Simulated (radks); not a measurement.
The numbers below are computed, except where a source is named.
Question: Species: Sc3+. Configuration: [Ar]. Level of theory: Dirac Kohn-Sham, LDA (Slater exchange, Perdew-Wang correlation), spin-unpolarised, spherical densities, finite nucleus; Fermi nuclear charge, rms radius 3.5459 fm (a radial shooting solver on a logarithmic mesh with Libxc functionals). Some entries of the table are withheld. Estimate them.

| orbital | occ. | eigenvalue (hartree) | <r^2> (bohr^2) |
|---|---|---|---|
| 1s1/2 | 2 | (1) | 0.007206 |
| 2s1/2 | 2 | -18.60195 | 0.1405 |
| 2p1/2 | 2 | (2) | 0.1161 |
| 2p3/2 | 4 | (3) | 0.1180 |
| 3s1/2 | 2 | -3.16744 | 1.286 |
| 3p1/2 | 2 | -2.38864 | (4) |
| 3p3/2 | 4 | -2.36839 | (5) |

Answer: 
(1) 1s1/2 eigenvalue (hartree): -162.3260
(2) 2p1/2 eigenvalue (hartree): -15.59203
(3) 2p3/2 eigenvalue (hartree): -15.42202
(4) 3p1/2 <r^2> (bohr^2): 1.480
(5) 3p3/2 <r^2> (bohr^2): 1.498
